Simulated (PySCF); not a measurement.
Zn(Me)(GeH3) (CH6GeZn), SMILES [CH3][Zn][GeH3].

Coordinates come from a PBE-D3(BJ)/def2-SVP optimisation. The structure was generated by enumeration; whether it is a known compound was not checked.

Level of theory: PySCF 2.14.0 with PBE-D3(BJ)/def2-SVP.

Frequencies are harmonic and unscaled.

A small imaginary wavenumber (i) marks a very flat motion, where grid noise or a shallow saddle decides the sign.

Modes within 1.5 cm⁻¹ of each other (mostly degenerate sets) share a row, with their intensities summed.

```csv
mode,ν (cm⁻¹),IR (km/mol),moving atoms (share of kinetic energy)
1,21i,0.0,H 100 %
2–3,97,5.7,"Zn 37 %, C 33 %, H 25 %"
4,229,1.4,"Ge 50 %, Zn 36 %, C 11 %"
5–6,365,13.3,H 93 %
7,544,41.3,"C 60 %, Zn 22 %, H 18 %"
8–9,640,40.5,"H 81 %, C 17 %"
10,767,201.0,H 97 %
11–12,859,51.4,H 99 %
13,1145,0.1,"H 81 %, C 19 %"
14–15,1377,4.9,H 95 %
16,2035,103.8,H 99 %
17–18,2048,255.8,H 98 %
19,2968,12.5,H 97 %
20–21,3070,13.1,"H 91 %, C 9 %"
```
